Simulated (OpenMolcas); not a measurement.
Cr4+ (d2) in a complex was computed by SS-CASPT2, IPEA 0.25 Eh, imaginary shift 0.1 Eh with the d shell active (OpenMolcas, ANO-RCC-VTZP on the metal). Its lowest spin-free states, and all those of the highest spin:

```tsv
2S+1	Degeneracy	E (cm-1)
3	3	0
1	3	5390
1	2	6370
1	1	14260
3	3	17690
1	3	20760
1	3	23450
3	3	23980
1	2	38180
3	1	38610
1	1	40910
```

Problem. Is the site octahedral, tetrahedral or cube-like, axial, or of lower symmetry?

Solution. The states with 2S+1 = 3 have orbital degeneracies 3, 3, 3, 1. Threefold states need a cubic site. For d2 at this spin an octahedron puts the threefold T1 below the threefold T2 and a tetrahedron or cube puts the single A2 below the threefold T2, so the site is octahedral. The run had Cr4+ with 6 ligands (sulfide) in octahedral coordination (Oh) at 2.33 Å. A charge of +1.33 e stands 2.8 Å behind each ligand. Ligand basis ANO-RCC-VDZP.

Roots that are degenerate in the reference are averaged as groups; the widest CASPT2 spread within a group is 530 cm-1 (the 2-fold group of multiplicity 1 near 38200 cm-1 above the lowest state of its run). Shifts and gaps below about the spread of the groups concerned are not significant. Over all roots computed the reference weight is 0.51 to 0.54; a low but even weight reflects the number of correlated electrons. An orbital triplet at a regular site is open to Jahn-Teller coupling, which can distort the site and quench the lowest spin-orbit gaps and is left out. The least metal-like active orbital is 71 % on the metal (Löwdin) and no ligand orbital is active, so the numbers are rough. The sulfide ions are held by bare point charges, a crude embedding. Ligand-to-metal charge-transfer states are missing. This ion would oxidise such ligands; the complex is a model and need not exist. With no ligand orbital active B as a rule stays too high, so bands that hang on it stand too high and its fall with covalency is understated. With one d shell and no ligand orbital active, 10Dq can be off by a tenth or more. No measured value stands beside these numbers; the geometry is a model, was not optimised and need not be the one that this ion takes.
